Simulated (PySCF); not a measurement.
One molecule, many functionals

C2H4Br2.
SMILES: `BrCCBr`

Linear-response calculations in the def2-SVPD basis (PySCF; singlets by full response, triplets Tamm–Dancoff, core orbitals frozen in the response; HF means time-dependent Hartree–Fock). 'Strongest' is the level of largest summed f among the singlets computed (10 roots, of which the last may lack a degenerate partner); it can jump between rows when another state enters that window. S1 is the lowest singlet of each run and needn't be the same state throughout; f(S1) is that of one state. Isolated species at its PBE0-D3(BJ)/def2-SVP geometry (one conformer only). Relativistic effects, spin–orbit coupling among them, are left out although an element past zinc is present.

| functional | kind | S1 (eV) | f(S1) | strongest (eV) | T1 (eV) | HOMO (eV) | gap (eV) | ionisation energy, ΔSCF (eV) |
| --- | --- | --- | --- | --- | --- | --- | --- | --- |
| LDA | LDA | 5.23 | 0.000 | 5.42 | 4.88 | -7.06 | 5.02 | 9.94 |
| PBE | GGA | 5.28 | 0.000 | 5.46 | 4.89 | -6.93 | 5.10 | 9.76 |
| B3LYP | global hybrid, 20% exact exchange | 5.81 | 0.000 | 6.95 | 5.25 | -7.96 | 6.86 | 10.16 |
| PBE0 | global hybrid, 25% exact exchange | 5.98 | 0.000 | 7.25 | 5.34 | -8.23 | 7.38 | 10.25 |
| BHandHLYP | global hybrid, 50% exact exchange | 6.33 | 0.000 | 7.90 | 5.64 | -9.37 | 9.49 | 10.56 |
| CAM-B3LYP | range-separated hybrid | 6.09 | 0.000 | 7.66 | 5.43 | -9.57 | 9.73 | 10.60 |
| wB97X-D | range-separated hybrid | 6.15 | 0.000 | 7.87 | 5.51 | -10.13 | 10.98 | 10.60 |
| LC-wPBE | range-separated hybrid | 6.31 | 0.000 | 8.38 | 5.57 | -11.00 | 12.27 | 11.00 |
| HF | Hartree–Fock | 6.97 | 0.000 | 9.43 | 6.12 | -11.22 | 13.22 | not settled |

S1 runs from 5.23 eV (LDA) to 6.97 eV (HF), a spread of 1.74 eV, while the orbital gap spreads over 8.2 eV. Along PBE (0%), B3LYP (20%), PBE0 (25%), BHandHLYP (50%), HF (100%) S1 rises with the share of exact exchange. −ε(HOMO) comes closest to its own ΔSCF ionisation energy with LC-wPBE (0.00 eV) and misses most with LDA (-2.89 eV). 'Not settled' means that the ion's SCF failed to converge or may have ended in another state than the lowest.
